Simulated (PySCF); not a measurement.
SbCl₂, SMILES [Cl][Sb+][Cl] (connectivity only; charge and spin as stated), charge +1, multiplicity 1.

Geometry: PBE0-D3(BJ)/def2-TZVP. The multiplicity is an assumed one; other spin states were not compared. The isomer is the one that the SMILES or the coordinates give; other isomers of the formula were not compared. The def2 effective core potentials stand for the cores of Sb; spin–orbit coupling is left out.

All values below come from TDDFT-PBE/def2-SVPD (PySCF).

Vertical excitations. The molecule is in vacuum. State labels are in the subgroup C2v.

| state | symmetry | energy (eV) | λ (nm) | f | main pairs |
|---|---|---|---|---|---|
| S1 | A2 | 2.90 | 427 | 0.000 | HOMO→LUMO 100 % |
| S2 | B1 | 3.11 | 399 | 0.003 | HOMO−1→LUMO 98 % |
| S3 | B2 | 3.94 | 315 | 0.043 | HOMO−2→LUMO 93 % |
| S4 | B1 | 4.64 | 267 | 0.009 | HOMO−4→LUMO 98 % |
| S5 | A1 | 4.88 | 254 | 0.020 | HOMO−3→LUMO 93 % |
| S6 | A2 | 5.56 | 223 | 0.000 | HOMO−5→LUMO 100 % |
| S7 | A1 | 5.89 | 211 | 0.001 | HOMO→LUMO+1 88 % |
| S8 | B2 | 6.04 | 205 | 0.000 | HOMO→LUMO+2 66 %, HOMO−1→LUMO+1 33 % |
| S9 | A1 | 6.20 | 200 | 0.047 | HOMO−1→LUMO+2 83 % |
| S10 | B1 | 6.26 | 198 | 0.004 | HOMO−2→LUMO+1 99 % |
| T1 | B1 | 2.60 | 476 | 0 | HOMO−1→LUMO 99 % |
| T2 | A2 | 2.71 | 458 | 0 | HOMO→LUMO 100 % |
| T3 | B2 | 2.95 | 420 | 0 | HOMO−2→LUMO 100 % |
| T4 | A1 | 3.59 | 345 | 0 | HOMO−3→LUMO 100 % |
Triplets are in the Tamm–Dancoff approximation, which puts them higher than full response would, so one can lie above its singlet here.
